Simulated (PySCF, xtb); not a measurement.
ZnH2, SMILES [ZnH2].

GFN2-xTB (xtb 6.7.1) at its own geometry gives an orbital gap of 7.58 eV and a dipole moment of 0.00 D.

Coordinates come from a r2SCAN-D4/def2-TZVPD optimisation. The isomer is the one that the SMILES or the coordinates give; other isomers of the formula were not compared.

### Question
What does PySCF with B3LYP/def2-TZVPD give? (The exact figures need the calculation; the answer reports its results.)

### Answer
gap 6.85 eV (levels -7.88 and -1.03 eV), dipole 0.00 D.
